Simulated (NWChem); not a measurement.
System meant: C2H6ClLa; SMILES [CH3][La]([CH3])[Cl]

The following NWChem deck was run.

```
start job
memory heap 200 mb stack 900 mb global 1100 mb
geometry units angstroms noautoz
  La     0.426627     0.017314    -0.773987
  Cl     2.819522     0.045326     0.303086
  C     -0.832068    -1.994375    -0.056643
  H     -1.332464    -2.466277    -0.927880
  H     -1.633813    -1.733004     0.660728
  H     -0.213598    -2.777364     0.418988
  C     -0.908172     1.953405     0.009770
  H     -1.726807     1.630630     0.681673
  H     -1.390154     2.464321    -0.849723
  H     -0.326988     2.721663     0.551809
end
basis spherical
  * library def2-svp
end
dft
  xc b3lyp
  iterations 150
  mulliken
end
task dft energy
```

End of the output:

```
             Grid Information
             ----------------
          Grid used for XC integration:  medium
          Radial quadrature: Mura-Knowles
          Angular quadrature: Lebedev.
          Tag              B.-S. Rad. Rad. Pts. Rad. Cut. Ang. Pts.
          ---              ---------- --------- --------- ---------
          La                  1.95      123          11.0       590
          Cl                  1.00       88          12.0       590
          C                   0.70       49          12.0       434
          H                   0.35       45          13.0       434
          Grid pruning is: on
          Number of quadrature shells:   579
          Spatial weights used:  Erf1

          Convergence Information
          -----------------------
          Convergence aids based upon iterative change in
          total energy or number of iterations.
          Levelshifting, if invoked, occurs when the
          HOMO/LUMO gap drops below (HL_TOL):  1.00D-02
          DIIS, if invoked, will attempt to extrapolate
          using up to (NFOCK): 10 stored Fock matrices.

                    Damping( 0%)  Levelshifting(0.5)       DIIS
                  --------------- ------------------- ---------------
          dE  on:    start            ASAP                start
          dE off:    2 iters        150 iters           150 iters

      Screening Tolerance Information
      -------------------------------
          Density screening/tol_rho:  1.00D-10
          AO Gaussian exp screening on grid/accAOfunc:  14
          CD Gaussian exp screening on grid/accCDfunc:  20
          XC Gaussian exp screening on grid/accXCfunc:  20
          Schwarz screening/accCoul:  1.00D-08

      Superposition of Atomic Density Guess
      -------------------------------------

      charge =      57.0 La (Lanthanum)

      symmetry species            s     p     d     f
      number of basis functions = 7     6     5
      number of cont. functions = 6     3     2
      number of closed shells   = 6     4     2
      number of open shells     = 0     0     1
      open shell occupation     = 0     0     1
 ------------------------------------------------------------------------
 atomscf:atomd: error in atom scf                   0
 ------------------------------------------------------------------------
 ------------------------------------------------------------------------
  current input line :
    23: task dft energy
 ------------------------------------------------------------------------
 ------------------------------------------------------------------------
 This error has not yet been assigned to a category
 ------------------------------------------------------------------------
 For more information see the NWChem manual at https://nwchemgit.github.io

0:atomscf:atomd: error in atom scf:Received an Error in Communication
```

### Question
Can this run be used? If not, why, and what is the fix?

### Answer
The program stopped with an error. Cause: the def2 basis of a heavy element holds valence functions alone and wants its effective core potential (without it all electrons must fit into that basis). This input runs:
```
start job
memory heap 200 mb stack 900 mb global 1100 mb
geometry units angstroms noautoz
  La     0.426627     0.017314    -0.773987
  Cl     2.819522     0.045326     0.303086
  C     -0.832068    -1.994375    -0.056643
  H     -1.332464    -2.466277    -0.927880
  H     -1.633813    -1.733004     0.660728
  H     -0.213598    -2.777364     0.418988
  C     -0.908172     1.953405     0.009770
  H     -1.726807     1.630630     0.681673
  H     -1.390154     2.464321    -0.849723
  H     -0.326988     2.721663     0.551809
end
basis spherical
  * library def2-svp
end
ecp
  La library def2-ecp
end
dft
  xc b3lyp
  iterations 150
  mulliken
end
task dft energy
```
It converges to -571.49259 Ha (B3LYP/def2-SVP with def2 effective core potentials on La).
